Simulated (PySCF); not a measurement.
**Spectroscopy problems**

- geometry: GFN2-xTB
- NMR shieldings at PBE0/pcSseg-1/GIAO
- run in PySCF
- equivalent nuclei averaged, non-relativistic Hamiltonian, one computed conformer, isolated molecule

Scale: 1H, 13C vs TMS (reference shieldings calculated alike). Splittings of carbon signals by F and P are missing where no couplings were computed. Where no couplings were computed, multiplicities follow the n + 1 count of equivalent neighbours, and m marks all less simple cases (inequivalent or close neighbours, rings, F or P nearby). Shifts are as computed. Against solution values, carbons near 30 ppm lie about +3 ppm off and those near 130 ppm about +5 ppm. Of 1211 compounds with measured shifts, 218 miss one by over three times the rms of a fit or turn the order of signals round; such compounds aren't used in these exercises.

Task: C6H5F4P. 1H NMR (300 MHz, computed): δ 6.87 (m, 1H), 5.20 (m, 1H), 2.50 (m, 3H). 13C{1H} NMR (computed): δ 183.3 (C), 149.2 (C), 143.0 (C), 130.6 (C), 124.7 (CH), 16.1 (CH3). Identify the compound.

Result: SMILES Cc1[pH]c(F)cc1C(F)(F)F. 6 carbon signals for 6 carbons: no two carbons are equivalent. Carbon types of the structure: 4 × C, 1 × CH, 1 × CH3, leaving 1 H on heteroatoms. δC 183.3, 149.2, 143.0: unsaturated ring carbon. δC 130.6: CF3 carbon; 3 electronegative neighbours deshield it. δC 124.7: unsaturated ring CH. δC 16.1: methyl carbon on an unsaturated ring; a saturated carbon with 1 carbon neighbour and no heteroatom attached.

The data come from this structure; uniqueness wasn't tested.

Task: C6H9FOSi. 1H NMR (600 MHz, computed): δ 7.19 (m, 1H), 5.65 (m, 1H), 5.56 (m, 1H), 5.52 (m, 1H), 4.01 (s, 3H), 1.43 (m, 1H), 1.35 (m, 1H). 13C{1H} NMR (computed): δ 174.8 (C), 142.9 (C), 135.2 (CH), 124.7 (CH2), 54.3 (CH3), 14.2 (CH2). What is it?

Result: SMILES C=CC1=C(F)[Si@H](OC)C1. Rings plus π bonds: 3 (1 ring in the answer). 6 carbon signals for 6 carbons: no two carbons are equivalent. Carbon types of the structure: 2 × C, 1 × CH, 2 × CH2, 1 × CH3, leaving 1 H on heteroatoms. δC 174.8, 142.9: fully substituted alkene carbon. δC 135.2: alkene CH; the olefinic region. δC 124.7: terminal =CH2 carbon; as expected for a trigonal carbon in a double bond. δH 5.65, 5.56: hydrogen on a terminal =CH2 carbon; a vinylic proton, deshielded by the sp2 carbon and the C=C anisotropy.

The shifts were computed for this structure.

Task: C6H8N2. 1H NMR (300 MHz, computed): δ 7.41 (m, 1H), 7.18 (m, 1H), 6.93 (m, 1H), 3.33 (m, 1H), 0.93 (m, 2H), 0.91 (m, 2H). 13C{1H} NMR (computed): δ 140.9 (CH), 135.4 (CH), 123.8 (CH), 28.0 (CH), 9.1 (CH2). Give a structure.

Result: `c1cn(C2CC2)cn1`. Rings plus π bonds: 4 (2 rings in the answer). 5 carbon signals for 6 carbons: some carbons are equivalent by symmetry or fast rotation. Carbon types of the structure: 4 × CH, 2 × CH2, which accounts for all hydrogens. δC 140.9: aromatic CH between two ring heteroatoms. δC 135.4, 123.8: aromatic CH next to a ring nitrogen. δC 28.0, 9.1: three-membered-ring carbon. δH 7.41: hydrogen on an aromatic CH between two ring heteroatoms; ring-current deshielding.

The data come from this structure; uniqueness wasn't tested.
